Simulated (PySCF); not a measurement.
**BeSi: from constants to spectrum**

UHF-CCSD(T) constants of BeSi, ³Σ⁻ (triplet), unpaired electrons π ↑↑ (basis Be def2-SVPD, Si def2-SVPD; no relativity; PySCF 2.14; masses 9.0122 and 27.9769 u):

* ωe: 512.6 cm⁻¹
* ωexe: 6.86 cm⁻¹
* Be: 0.51904 cm⁻¹
* αe: 0.00783 cm⁻¹
* De to Be + Si: 0.92 eV

(1) What force constant and bond length do these constants imply?

(2) Estimate the centrifugal constant D from the Kratzer relation and find the Dunham coefficient a1.

Correlated steps freeze 5 core orbitals. Correlated levels converge slowly with the basis: in double zeta they bind strong bonds too weakly, by up to about 1 eV, and carry superposition errors of some tenths. The CCSD T1 diagnostic is raised, a sign that a single reference may not be enough here. The state was picked by a PBE0 search and need not be the measured ground state.

## Answers

(1) Reduced mass μred = 6.8164 u; k = 5.8918×10⁻⁷·μred·ωe² (u, cm⁻¹, mdyn/Å) = 1.06 mdyn/Å; Re = √(16.8576/(μred·Be)) (u, cm⁻¹, Å) = 2.183 Å.

(2) D = 4Be³/ωe² = 2.13e-06 cm⁻¹; a1 = −1 − αeωe/(6Be²) = -3.48.
